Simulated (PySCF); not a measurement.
Spectrum to structure. Level of theory: PySCF, TDDFT PBE0/def2-SVPD, vertical, gas phase, core orbitals frozen in the response. Geometries: GFN2-xTB, one conformer each.

```tsv
state	λ (nm)	f
S1	284.1	0.0018
S2	233.7	0.015
S3	227.5	0.290
S4	193.8	0.0002
S5	185.4	0.051
S6	182.2	0.018
S7	176.9	0.035
S8	174.7	0.0039
```

Triplets computed (Tamm–Dancoff): 3.51, 3.58, 4.93 eV.

Orbital energies (eV): HOMO-3 -9.36, HOMO-2 -8.57, HOMO-1 -7.60, HOMO -7.56, LUMO -1.45, LUMO+1 0.46, LUMO+2 0.60.

Question: Which candidate is it? All have the formula C4H7NSi.
A. `N#CCC(=C)[SiH3]`
B. `N1[C@@H]([SiH2]C1)C#C`
C. `n1([SiH3])cccc1`
D. `C#C/C=N\C[SiH3]`

Answer: D. Its S1, at 4.36 eV, is the lowest among the candidates; the nearest of the others has S1 at 5.29 eV. S1 is HOMO-1→LUMO (85%), HOMO→LUMO (14%). Löwdin shares by element: HOMO carbon 44% or more, nitrogen 26% (atoms not listed hold the other 30%); LUMO carbon 55% or more, nitrogen 28% (atoms not listed hold the other 17%). At the same level the other candidates give, for their lowest levels:
- `[SiH3]n1cccc1`: 232 nm (f 0.000); 205 nm (f 0.019); 203 nm (f 0.002); 200 nm (f 0.013); 200 nm (f 0.021); T1 4.23 eV; HOMO -6.26, LUMO 0.15 eV
- `C=C([SiH3])CC#N`: 185 nm (f 0.007); 177 nm (f 0.261); 170 nm (f 0.004); 170 nm (f 0.060); 161 nm (f 0.013); T1 4.27 eV; HOMO -8.32, LUMO -0.85 eV
- `C#C[C@H]1NC[SiH2]1`: 234 nm (f 0.006); 216 nm (f 0.004); 207 nm (f 0.046); 204 nm (f 0.006); 197 nm (f 0.017); T1 5.06 eV; HOMO -6.70, LUMO -0.20 eV

The values belong to the conformer `[CH:1]#[C:2]/[CH:3]=[N:4]\[CH2:5][SiH3:6]`: C3–N4–C5–Si6 -100°.
